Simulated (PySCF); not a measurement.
Structure problem from calculated spectra and properties.

Formula: C5H9NOSi.

| Property | Result |
| --- | --- |
| UV, first state | lowest singlet excitation: 6.44 eV (193 nm, f = 0.058) [TDDFT B3LYP/def2-SVPD] |
| Polarisability | 93.1 au [B3LYP/def2-SVPD] |
| NMR, other nuclei | isotropic shieldings of nuclei other than C and H, by class: -39 (1 N), 310 (1 O), 382 (1 Si) ppm [GIAO PBE0/pcSseg-1] |
| Rotational structure | rotational constants A, B, C: 1.950, 1.178, 0.778 GHz [GFN2-xTB] |
| Triplet | lowest triplet excitation (Tamm–Dancoff): 4.53 eV [TDA B3LYP/def2-SVPD] |
| 13C NMR | chemical shifts (computed TMS as zero) by class: 143.5 (1 C), 125.1 (1 C), 123.2 (1 C), 66.3 (1 C), 48.1 (1 C) ppm [GIAO PBE0/pcSseg-1] |

The electronic properties come from PySCF, for the isolated species, density fitting. Levels stand in brackets. Isolated species at its GFN2-xTB geometry (one conformer only). NMR classes are plain means over equivalent atoms (diastereotopic ones count apart unless rotation or inversion swaps them), as if these changed places fast.

Q: What is the compound? Reason from the data.

A: Numbering: `[CH2:1]=[CH:2][CH2:3][C@@H:4]([C:5]#[N:6])[O:7][SiH3:8]`. Its formula, C5H9NOSi, gives 3 degrees of unsaturation: 0 rings and 3 π bonds in the structure found. 5 carbons fall into 5 classes; from least to most shielded: alkene CH carbon [C2] (143.5 ppm), terminal =CH2 carbon [C1] (125.1 ppm), nitrile carbon [C5] (123.2 ppm), sp3 carbon bound to oxygen [C4] (66.3 ppm), allylic carbon [C3] (48.1 ppm). The other shieldings belong to: -39 ppm, nitrile nitrogen [N6]; 310 ppm, silyl ether oxygen [O7]; 382 ppm, oxygen-bound silicon [Si8]. S1 is mainly HOMO→LUMO (weight 0.83); the largest Löwdin shares of the orbital it empties are 0.37 on the terminal =CH2 carbon, 0.34 on the alkene CH carbon and 0.07 on the allylic carbon, of the orbital it fills 0.16 on the oxygen-bound silicon, 0.14 on the terminal =CH2 carbon, 0.12 on the alkene CH carbon and 0.09 on the nitrile nitrogen. The optimised geometry has point group C1 and is an asymmetric top. Structure: `O([C@H](C#N)CC=C)[SiH3]`. Computed isomers that give other values at the same levels: `C=C[Si@H](N=C)C(C)=O` (13C chemical shifts (computed TMS as zero) by class: 245.4 (1 C), 174.2 (1 C), 143.1 (1 C), 143.1 (1 C), 38.4 (1 C) ppm); `C[Si](C)(C=O)CC#N` (13C chemical shifts (computed TMS as zero) by class: 247.8 (1 C), 121.5 (1 C), 0.5 (1 C), -6.8 (2 C) ppm); `C#C[Si@@]1(O)CCCN1` (13C chemical shifts (computed TMS as zero) by class: 97.7 (1 C), 89.8 (1 C), 47.5 (1 C), 28.2 (1 C), 15.0 (1 C) ppm). The assignments are read from this structure; whether some other isomer fits the data as well wasn't checked. The mirror image fits equally.

Conformer computed: `[CH2:1]=[CH:2][CH2:3][C@@H:4]([C:5]#[N:6])[O:7][SiH3:8]`: C1–C2–C3–C4 -116°, C2–C3–C4–C5 170°, C3–C4–O7–Si8 153°.
